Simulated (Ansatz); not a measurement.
Input for Ansatz (a program for electronic structure): R-B3LYP/def2-TZVPPD on N2 (SMILES N#N). Files ending in .json are basis or fitting sets from the Basis Set Exchange.

Ansatz 0.2 input:
```yaml
crystal:
  periodic: [false, false, false]
  atoms:
    - {symbol: N, position_ang: [0.30354768, 1.69793685, 0.84836188]}
    - {symbol: N, position_ang: [0.31512451, 0.74417632, 0.31923992]}
basis:
  gaussian:
    orbitals: def2-TZVPPD.json
hamiltonian:
  xc: {name: B3LYP}
scf: {lower_state_search: off}
```

Question: What total energy does the run end on?

Answer: -109.5738 hartree.
